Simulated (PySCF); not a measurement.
# Broadened absorption spectrum of C3H12NPSi2

Species: C3H12NPSi2.
Bonds: Si1–N2, N2–Si3, N2–P4, P4–C5, C5–C6, C6–C7, P4–C7. Hydrogens: H8, H9, H10 on Si1; H11, H12, H13 on Si3; H14, H15 on C5; H16, H17 on C6; H18, H19 on C7.

Level of theory: PySCF, TDDFT CAM-B3LYP/def2-SVPD, vertical, gas phase, core orbitals frozen in the response. Geometry: GFN2-xTB, one conformer, isolated molecule. Torsions of this conformer, `[SiH3:1][N:2]([SiH3:3])[P:4]1[CH2:5][CH2:6][CH2:7]1`: Si1–N2–P4–C5 -137°.

Computed states:

```tsv
state	E (eV)	f
S1	4.90	0.021
S2	5.21	0.023
S3	5.59	0.0075
S4	6.12	0.0099
S5	6.37	0.039
S6	6.57	0.0091
S7	6.60	0.0006
S8	6.82	0.011
```

Broadening: Gaussians 0.25 eV wide at half height, area fixed by f = 4.319×10⁻⁹ ∫ε dν̃. The cross-section is σ = 3.8235×10⁻²¹ ε cm², given in Mb (10⁻¹⁸ cm²). The width is an assumption, not a result. The curve ends short of the highest state used, and states not computed would add to its high-energy end.

Q: Give the broadened spectrum and its maxima.

A: 
(E (eV), σ (Mb)): (4.53, 0.02), (4.56, 0.05), (4.59, 0.12), (4.62, 0.26), (4.65, 0.53), (4.68, 0.99), (4.71, 1.72), (4.74, 2.75), (4.77, 4.08), (4.80, 5.57), (4.84, 7.47), (4.87, 8.50), (4.90, 8.98), (4.93, 8.84), (4.96, 8.22), (4.99, 7.38), (5.02, 6.67), (5.05, 6.37), (5.08, 6.60), (5.11, 7.31), (5.14, 8.24), (5.17, 9.07), (5.20, 9.46), (5.24, 9.02), (5.27, 7.99), (5.30, 6.57), (5.33, 5.06), (5.36, 3.72), (5.39, 2.74), (5.42, 2.18), (5.45, 2.04), (5.48, 2.20), (5.51, 2.52), (5.54, 2.86), (5.57, 3.08), (5.61, 3.04), (5.64, 2.76), (5.67, 2.31), (5.70, 1.79), (5.73, 1.28), (5.76, 0.86), (5.79, 0.55), (5.82, 0.37), (5.85, 0.33), (5.88, 0.42), (5.91, 0.65), (5.94, 1.05), (5.98, 1.81), (6.01, 2.52), (6.04, 3.27), (6.07, 3.99), (6.10, 4.63), (6.13, 5.22), (6.16, 5.90), (6.19, 6.85), (6.22, 8.23)

Maxima: 253 nm (4.91 eV), ε about 2400, made up of S1 (98%); 238 nm (5.20 eV), ε about 2500, made up of S2 (98%); 222 nm (5.59 eV), ε about 810, made up of S3 (99%) (ε in L mol⁻¹ cm⁻¹; maxima over ε = 5, shares over 10%). At its high-energy end, 6.22 eV, the curve is still rising (ε about 2200, from S4 and S5).

Q: Coming from long wavelengths, where does ε first pass 100 L mol⁻¹ cm⁻¹?

A: At about 267 nm (4.64 eV), 0.27 eV below S1.

Q: What would ε be at 5.20 eV, the highest of these maxima, with half the width (0.125 eV)?

A: About 4800 L mol⁻¹ cm⁻¹ against 2480, a factor of about 1.9; a lone state at its own centre would give exactly 2.

Q: On this curve, what absorbance would a 10⁻⁵ mol/L sample give at 266 nm over a 1 cm path?

A: 266 nm is 4.661 eV, where ε is about 180 L mol⁻¹ cm⁻¹, so A = ε c l ≈ 0.0018 (Beer–Lambert, with the gas-phase spectrum and the assumed width).
